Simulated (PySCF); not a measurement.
**`C#C[C@@H]1C=C[C@H](F)C1`, C7H7F**

Molfile (atoms numbered from 1):
```
C7H7F
     RDKit          3D

 15 15  0  0  0  0  0  0  0  0999 V2000
    3.0232   -0.8626    0.2319 C   0  0  0  0  0  0  0  0  0  0  0  0
    1.8313   -0.7382    0.4051 C   0  0  0  0  0  0  0  0  0  0  0  0
    0.3944   -0.5861    0.6079 C   0  0  2  0  0  0  0  0  0  0  0  0
   -0.4657   -1.4268   -0.3128 C   0  0  0  0  0  0  0  0  0  0  0  0
   -1.5280   -0.7487   -0.7498 C   0  0  0  0  0  0  0  0  0  0  0  0
   -1.5584    0.6427   -0.1921 C   0  0  2  0  0  0  0  0  0  0  0  0
   -1.8612    1.5884   -1.1482 F   0  0  0  0  0  0  0  0  0  0  0  0
   -0.1450    0.8396    0.3528 C   0  0  0  0  0  0  0  0  0  0  0  0
    4.0797   -0.9710    0.0712 H   0  0  0  0  0  0  0  0  0  0  0  0
    0.1761   -0.8803    1.6533 H   0  0  0  0  0  0  0  0  0  0  0  0
   -0.2308   -2.4699   -0.5341 H   0  0  0  0  0  0  0  0  0  0  0  0
   -2.3232   -1.1402   -1.3879 H   0  0  0  0  0  0  0  0  0  0  0  0
   -2.3321    0.7348    0.5941 H   0  0  0  0  0  0  0  0  0  0  0  0
   -0.0893    1.4884    1.2369 H   0  0  0  0  0  0  0  0  0  0  0  0
    0.4384    1.3057   -0.4551 H   0  0  0  0  0  0  0  0  0  0  0  0
  1  2  3  0
  2  3  1  0
  3  4  1  0
  4  5  2  0
  5  6  1  0
  6  7  1  0
  6  8  1  0
  8  3  1  0
  1  9  1  0
  3 10  1  1
  4 11  1  0
  5 12  1  0
  6 13  1  1
  8 14  1  0
  8 15  1  0
M  END
```

Level of theory: PySCF, TDDFT B3LYP/def2-SVP circular dichroism and optical rotation, one conformer, gas phase. Geometry: PBE0-D3(BJ)/def2-SVP.

States above about 7.4 eV lie in this functional's continuum (it starts at minus the energy of the highest occupied orbital, well below the true ionisation energy for most functionals) and depend on the basis. Singlets 15 and 16 lie within 0.01 eV of each other, so their separate moments and overlaps can depend on how they mix.

Q: Draw the ECD and absorption spectra from the lowest 16 states, each a Gaussian of half-width 0.35 eV at 1/e height.

A: 
| E (eV) | λ (nm) | Δε (L mol⁻¹ cm⁻¹) | ε (L mol⁻¹ cm⁻¹) |
| --- | --- | --- | --- |
| 5.73 | 217 | -0.30 | 74.2 |
| 5.88 | 211 | -1.07 | 254 |
| 6.03 | 206 | -2.64 | 613 |
| 6.18 | 201 | -4.48 | 1060 |
| 6.33 | 196 | -4.97 | 1400 |
| 6.48 | 191 | -2.65 | 1810 |
| 6.63 | 187 | +2.17 | 3060 |
| 6.78 | 183 | +6.86 | 5550 |
| 6.93 | 179 | +7.73 | 8090 |
| 7.08 | 175 | +3.34 | 8620 |
| 7.23 | 172 | -4.28 | 6710 |
| 7.38 | 168 | -12.72 | 4240 |
| 7.53 | 165 | -20.54 | 3090 |
| 7.68 | 162 | -25.32 | 3500 |
| 7.83 | 158 | -24.01 | 4860 |
| 7.98 | 155 | -16.33 | 6570 |
| 8.13 | 153 | -6.58 | 7740 |
| 8.28 | 150 | -0.82 | 7360 |
| 8.43 | 147 | -2.06 | 5610 |
| 8.58 | 145 | -8.26 | 3830 |

Δε uses R in velocity form, ε uses f in length form. Only the states computed contribute, so the short-wavelength end is incomplete.
